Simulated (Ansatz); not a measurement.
Reactions of C₂H₇OSb, SMILES `C[CH2][SbH][OH]`.

Isolated molecules relaxed with PBE0-D4/def2-TZVP in Ansatz; ΔE leaves out vibrations. CBS: MP2 limit from def2 TZ/QZ plus the TZ coupled-cluster correction, frozen cores. This one scheme is used for every species. Elements past krypton have def2 core potentials. For In, Sb, Te outer-core shells are correlated without core-valence functions, which leaves a few kJ/mol of doubt a bond. One conformer a species, not always the lowest.

Question: Order these by ΔE at CCSD(T)/CBS, lowest first. (Best estimate.)
A. `C[CH2][SbH][OH]` + `[OH][In]([OH])[O][SiH3]` → `C[O][In]([OH])[O][SiH3]` + `[CH3][SbH][OH]`
B. `C[CH2][SbH][OH]` + `OC(F)[TeH]` → `COC(F)[TeH]` + `[CH3][SbH][OH]`
C. `C[CH2][SbH][OH]` + `C[SiH3]` → `[OH][SbH][CH2][SiH3]` + ethane

Answer: C (-12.4 kJ/mol), B (+41.7 kJ/mol), A (+56.3 kJ/mol).

Largest T1 diagnostic: 0.016, for `[OH][In]([OH])[O][SiH3]`.
